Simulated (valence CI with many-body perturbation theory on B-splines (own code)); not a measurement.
E1 line list for Zr⁸⁺

Level of theory: relativistic CI+MBPT: four valence electrons over a frozen Dirac-Fock core [Ar] 3d10, radial functions for each j: 11 s, 11 p, 10 d, 8 f, 5 g, 2 h, with the one-electron correlation potential Σ1, the two-electron term Σ2, the three-electron term Σ3, Breit, model QED; selected CI, second order for the rest, scaled by the run's own slope (own B-spline code, finite nucleus).

No measured levels were compared; by estimate levels hold to about 250 cm⁻¹ or 0.2 % of their energy and the worst to 1 %, as in measured heavy ions of charge 2 to 7; those with d or f electrons hold less well. Among the levels kept, up to 830 cm⁻¹ of a level comes from second order outside the variational space, and about a tenth of that is noise between levels of different J, which matters for small intervals.

Lines 351 to 400 of 544 in falling wavelength, among levels below 779270 cm⁻¹, chosen from the strongest by gf and those to the six lowest levels. Wavelengths and rates use the calculated energies, so an error of 500 cm⁻¹ moves a line at 30.05 nm by 0.15 % and its rate by three times that or more. Electric multipoles are in the length gauge, E1 and E2 with the static RPA response of the core. Weak lines are less certain than strong ones. Lines between different terms over intervals too small for the method are left out, as are lines whose strength nearly cancels. Where a level lies close to another of its J and parity, the split of strength between their lines is uncertain. The highest levels of a list are the least certain.

Names give the largest LS component (configuration and term), which can be under half, so a name can repeat, a term be missing and a line seem to break the LS rules; names also repeat where a configuration has a term twice. Letters in brackets count levels of one name in rising energy.

| λ vac (nm) | Upper | Lower | A (s⁻¹) | log gf | Branch % |
| --- | --- | --- | --- | --- | --- |
| 30.05 | 4s 4p2 4d 3P_1 [d] | 4s 4p3 1P°_1 | 6.25e+10 | 0.40 | 60.1 |
| 30.02 | 4s2 4d2 1G_4 | 4s2 4p 4d 1F°_3 | 1.44e+11 | 1.24 | 97.9 |
| 30.01 | 4s2 4d2 1S_0 | 4s2 4p 4d 1P°_1 | 1.01e+11 | 0.13 | 96.9 |
| 30.00 | 4s 4p2 4d 1D_2 [d] | 4s2 4p 4d 3P°_2 | 2.79e+10 | 0.28 | 27.4 |
| 29.98 | 4s2 4p 4f 3F_2 | 4s 4p3 1P°_1 | 1.23e+10 | -0.08 | 20.5 |
| 29.95 | 4p3 4d 3D°_1 [b] | 4p4 3P_2 | 7.37e+09 | -0.53 | 23.7 |
| 29.91 | 4s2 4d2 3P_2 | 4s2 4p 4d 3D°_2 | 3.15e+10 | 0.33 | 29.9 |
| 29.90 | 4s 4p2 4d 3P_0 [b] | 4s 4p3 3P°_1 | 3.90e+10 | -0.28 | 71.7 |
| 29.89 | 4s 4p2 4d 1D_2 [a] | 4s 4p3 1D°_2 | 5.51e+10 | 0.57 | 79.1 |
| 29.86 | 4s 4p2 4d 3P_1 [b] | 4s 4p3 3P°_2 | 4.41e+09 | -0.75 | 8.4 |
| 29.85 | 4s2 4d2 3P_2 | 4s2 4p 4d 3D°_3 | 2.21e+10 | 0.17 | 21.0 |
| 29.81 | 4s2 4d2 3P_1 | 4s2 4p 4d 3P°_1 | 2.53e+10 | 0.00 | 23.4 |
| 29.79 | 4s 4p2 4d 3D_2 [a] | 4s 4p3 3D°_3 | 8.54e+09 | -0.25 | 24.2 |
| 29.79 | 4s2 4p 4d 3P°_2 | 4s2 4p2 3P_1 | 1.99e+10 | 0.12 | 38.7 |
| 29.78 | 4s2 4p 4d 1P°_1 | 4s2 4p2 1S_0 | 6.03e+10 | 0.38 | 98.5 |
| 29.77 | 4s2 4p 4d 3D°_1 | 4s2 4p2 3P_2 | 3.10e+09 | -0.91 | 4.5 |
| 29.70 | 4s 4p2 4d 3P_1 [b] | 4s 4p3 3P°_1 | 2.22e+10 | -0.05 | 42.4 |
| 29.69 | 4s 4p2 4d 3D_3 [a] | 4s 4p3 3D°_3 | 1.90e+10 | 0.25 | 70.0 |
| 29.69 | 4s2 4d2 3P_2 | 4s2 4p 4d 3P°_1 | 1.45e+10 | -0.02 | 13.7 |
| 29.65 | 4s2 4p 4f 3D_3 | 4s2 4p 4d 3F°_3 | 4.37e+09 | -0.39 | 5.2 |
| 29.61 | 4s 4p2 4d 3D_3 [b] | 4s 4p3 3P°_2 | 2.00e+10 | 0.26 | 60.6 |
| 29.59 | 4s 4p2 4d 3F_2 [a] | 4s 4p3 5S°_2 | 7.76e+07 | -2.29 | 4.6 |
| 29.57 | 4s 4p2 4d 3P_1 [b] | 4s 4p3 3P°_0 | 1.73e+10 | -0.17 | 33.0 |
| 29.55 | 4s2 4d2 3P_1 | 4s2 4p 4d 3P°_0 | 2.49e+10 | -0.01 | 23.1 |
| 29.54 | 4s2 4d2 3F_2 | 4s2 4p 4d 1D°_2 | 6.22e+09 | -0.39 | 4.4 |
| 29.52 | 4p3 4d 3F°_3 [b] | 4p4 3P_2 | 4.15e+09 | -0.42 | 28.5 |
| 29.51 | 4s 4p2 4d 3P_2 [b] | 4s 4p3 3P°_2 | 3.90e+10 | 0.41 | 72.9 |
| 29.48 | 4s 4p2 4d 1P_1 [b] | 4s 4p3 3S°_1 | 2.08e+10 | -0.09 | 40.9 |
| 29.48 | 4s 4p2 5p 5D°_1 [a] | 4p4 3P_2 | 4.53e+09 | -0.75 | 18.6 |
| 29.41 | 4s 4p2 4d 3D_2 [a] | 4s 4p3 3D°_2 | 7.45e+09 | -0.32 | 21.1 |
| 29.40 | 4s2 4d2 3F_3 | 4s2 4p 4d 1D°_2 | 2.11e+10 | 0.28 | 15.3 |
| 29.38 | 4s 4p2 4d 3D_2 [a] | 4s 4p3 3D°_1 | 1.53e+10 | 0.00 | 43.3 |
| 29.35 | 4s 4p2 4d 3P_2 [b] | 4s 4p3 3P°_1 | 6.67e+09 | -0.37 | 12.5 |
| 29.35 | 4s 4p2 4d 1G_4 | 4s 4p3 3D°_3 | 4.21e+09 | -0.31 | 76.5 |
| 29.32 | 4s2 4p 4d 1D°_2 | 4s2 4p2 3P_2 | 2.25e+09 | -0.84 | 3.9 |
| 29.32 | 4s 4p2 4d 3D_3 [a] | 4s 4p3 3D°_2 | 3.59e+09 | -0.49 | 13.2 |
| 29.31 | 4s 4p2 4d 3D_1 [a] | 4s 4p3 3D°_2 | 1.50e+10 | -0.24 | 42.6 |
| 29.27 | 4s 4p2 4d 1D_2 [c] | 4s 4p3 1P°_1 | 5.62e+10 | 0.56 | 66.3 |
| 29.27 | 4s 4p2 4d 3D_1 [a] | 4s 4p3 3D°_1 | 1.50e+10 | -0.24 | 42.5 |
| 29.26 | 4s 4p2 4d 1F_3 [a] | 4s 4p3 3D°_3 | 1.51e+10 | 0.13 | 42.3 |
| 29.24 | 4s 4p2 4d 3P_1 [c] | 4s 4p3 3S°_1 | 4.08e+10 | 0.20 | 70.0 |
| 29.19 | 4s 4p2 4d 3S_1 | 4s 4p3 3P°_2 | 2.32e+10 | -0.05 | 47.0 |
| 29.18 | 4s2 4d2 3P_1 | 4s2 4p 4d 1D°_2 | 2.84e+10 | 0.04 | 26.3 |
| 29.14 | 4s 4p2 4d 3F_3 [a] | 4s 4p3 5S°_2 | 9.76e+08 | -1.06 | 43.0 |
| 29.13 | 4s 4p2 4d 3P_2 [c] | 4s 4p3 3S°_1 | 4.78e+10 | 0.48 | 70.0 |
| 29.11 | 4s2 4p 4d 3D°_1 | 4s2 4p2 3P_1 | 3.88e+09 | -0.83 | 5.6 |
| 29.09 | 4s2 4d2 3F_2 | 4s2 4p 4d 3D°_1 | 5.02e+10 | 0.50 | 35.4 |
| 29.07 | 4s2 4d2 3P_2 | 4s2 4p 4d 1D°_2 | 1.14e+10 | -0.14 | 10.8 |
| 29.04 | 4s 4p2 4d 3S_1 | 4s 4p3 3P°_1 | 9.57e+09 | -0.44 | 19.3 |
| 28.99 | 4p3 4d 3D°_2 | 4p4 3P_2 | 5.12e+09 | -0.49 | 21.2 |
